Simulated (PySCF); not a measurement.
C2H5BO3, SMILES OB1COCO1.

Geometry: PBE-D3(BJ)/def2-SVP. This is a generated structure with no PubChem entry under its InChIKey; it may be hypothetical. One conformer was computed; it need not be the lowest.

Calculation: TDA-PBE/def2-SVPD in PySCF 2.14.0.

Vertical excitations. 

### Question
Give excitation energies, oscillator strengths and character. (An estimate is asked for; the answer gives what the named calculation found.)

### Answer

```tsv
state	energy (eV)	λ (nm)	f	main pairs
S1	5.53	224	0.004	HOMO→LUMO 100 %
S2	6.15	202	0.019	HOMO→LUMO+1 98 %
S3	6.42	193	0.017	HOMO→LUMO+2 99 %
S4	6.74	184	0.005	HOMO−1→LUMO 100 %
S5	7.03	176	0.003	HOMO→LUMO+3 98 %
S6	7.37	168	0.030	HOMO→LUMO+4 54 %, HOMO−2→LUMO 34 %, HOMO→LUMO+5 10 %
S7	7.40	168	0.019	HOMO−2→LUMO 50 %, HOMO→LUMO+4 42 %
S8	7.41	167	0.013	HOMO→LUMO+5 84 %, HOMO−2→LUMO 14 %
S9	7.61	163	0.022	HOMO−1→LUMO+2 88 %
S10	7.67	162	0.018	HOMO−1→LUMO+1 67 %, HOMO−1→LUMO+2 11 %, HOMO−2→LUMO+1 11 %
T1	5.47	227	0	HOMO→LUMO 100 %
T2	5.89	211	0	HOMO→LUMO+1 99 %
T3	6.27	198	0	HOMO→LUMO+2 99 %
T4	6.63	187	0	HOMO−1→LUMO 99 %
```
Triplets are in the Tamm–Dancoff approximation.
